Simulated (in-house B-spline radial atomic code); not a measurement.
The numbers below are computed, except where a source is named.
# What the choice of pseudopotential does to G0W0 on PBE: Tl⁺

All numbers come from a B-spline radial code for spherical atoms, non-relativistic (model numbers for so heavy an element), configuration [Xe] 4f14 5d10 6s2, open shells at high spin. Semilocal Troullier-Martins pseudo-atoms, one channel per l, are made with PBE or LDA for several valence sets and radii, with or without a model core, and set against the all-electron atom. One channel fits only the lowest state of its l, so a second state of that l is approximate. All electrons give 6s: PBE -13.851 eV, G0W0 -17.838 eV, 5d: PBE -25.334 eV, G0W0 -31.69 eV. Potentials are made in the ion's own configuration unless the neutral atom is named, and a smooth local potential serves every l without a channel. Potentials that miss their own reference levels by more than 6 millihartree, or need radii over 3.5 bohr, are left out. Columns give pseudo minus all-electron, in eV; a dash marks a level in the core or of low weight.

```csv
valence,made with,radii (bohr),model core (bohr),6s PBE,6s G0W0,5d PBE,5d G0W0
6s,PBE,s 2.29 p 2.80,none,0.00,+0.35,-,-
6s,"PBE, neutral atom",s 2.74 p 3.40,none,+0.01,+0.37,-,-
6s,"PBE, neutral atom",s 3.10 p 3.40,none,+0.02,+0.37,-,-
6s,PBE,s 1.83 p 2.24,2.29,0.00,+0.24,-,-
6s,"PBE, neutral atom",s 2.74 p 3.40,2.22,-0.07,+0.29,-,-
5d 6s,PBE,s 1.83 p 2.24 d 0.88,none,0.00,-0.44,0.00,+2.49
5d 6s,PBE,s 2.06 p 2.52 d 0.99,none,0.00,-0.46,0.00,+2.59
5d 6s,PBE,s 2.29 p 2.80 d 1.10,0.97,0.00,-0.45,0.00,+2.70
5d 6s,"PBE, neutral atom",s 2.74 p 3.40 d 1.27,0.97,0.00,-0.48,+0.03,+2.84
5p 5d 6s,PBE,s 2.06 p 0.85 d 0.99,none,0.00,-1.04,0.00,+0.58
5p 5d 6s,PBE,s 2.29 p 0.95 d 1.10,none,0.00,-1.00,0.00,+0.63
5p 5d 6s,PBE,s 2.06 p 0.85 d 0.99,0.75,0.00,-1.04,0.00,+0.58
5p 5d 6s,"PBE, neutral atom",s 2.39 p 0.95 d 1.10,0.75,-0.03,-1.04,-0.05,+0.59
5p 5d 6s,"PBE, neutral atom",s 3.10 p 1.23 d 1.43,0.75,-0.03,-1.30,-0.03,+0.85
```

Problem. How does the G0W0 shift of 6s, which all sets hold, depend on the valence set?

Solution. Mean size: 6s: 0.32 eV; 5d 6s: 0.46 eV; 5p 5d 6s: 1.09 eV. A larger valence set can do worse when it takes only part of a shell, whose exchange with the frozen rest is then left to the functional. The means mix radii and the functional used in making the potentials.
